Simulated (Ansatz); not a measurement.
Two isomers of C2H8OSi2: A = `C=C[SiH2][SiH2]O`, B = `O=CC([SiH3])[SiH3]`.

Program: Ansatz. Geometries: PBE0-D4/def2-TZVP. ΔE: electronic, gas phase. CCSD(T)/CBS adds triple-zeta CCSD(T) − MP2 to the extrapolated MP2 energy (def2 sets, frozen cores). DFT in def2-TZVPP. B3LYP here is the variant with VWN-RPA as its local correlation; programs differ in this. One conformer a species, not always the lowest.

A:

```xyz
13

C     0.111   -0.500    2.527
C     0.279   -0.862    1.258
Si   -0.939   -0.470   -0.094
Si    0.023    0.975   -1.665
O     1.402    0.226   -2.195
H    -0.777    0.032    2.858
H     0.850   -0.720    3.293
H     1.192   -1.390    0.988
H    -2.136    0.187    0.505
H    -1.375   -1.714   -0.789
H     0.339    2.297   -1.046
H    -0.908    1.250   -2.801
H     1.940    0.689   -2.839
```

B:

Z-matrix (Å, degrees):
```
C
C 1 1.487
Si 1 1.895 2 109.1
Si 1 1.893 2 111.4 3 -121.7
H 1 1.096 2 110.1 3 115.0
O 2 1.205 1 124.0 3 88.9
H 2 1.111 1 115.7 3 -90.2
H 3 1.487 1 110.0 2 60.1
H 3 1.482 1 109.6 2 -60.5
H 3 1.485 1 108.3 2 179.4
H 4 1.487 1 107.4 2 -164.0
H 4 1.483 1 111.1 2 77.4
H 4 1.483 1 110.0 2 -44.9
```

(1) Which isomer does CCSD(T)/CBS put lower? Give the gap. (Estimate.)

(2) Give E(B) − E(A) in kJ/mol with MP2/def2-TZVPP, CCSD(T)/def2-TZVPP, B3LYP-D4, B2PLYP, ωB97M-V, PBE-D4, PBE0-D4. (Best estimate.)

Largest T1 diagnostic: 0.014.

## Answers

(1) The calculation gave: A, by 96.4 kJ/mol.

(2) Ansatz gave: MP2/def2-TZVPP 84.5, CCSD(T)/def2-TZVPP 87.8, B3LYP-D4 88.9, B2PLYP 90.5, ωB97M-V 82.2, PBE-D4 81.9, PBE0-D4 86.4. None reverses the order clearly.

In def2-TZVPP, CCSD(T) changes the Hartree–Fock value by −6.5 kJ/mol (the triples alone add −3.2 kJ/mol) and MP2 by −9.7 kJ/mol. The D4 term adds −5.8 kJ/mol with B3LYP and −2.9 kJ/mol with PBE0; it sums over pairs of atoms, weighted by their polarisabilities, and B3LYP, whose exchange is more repulsive, gets the larger term.
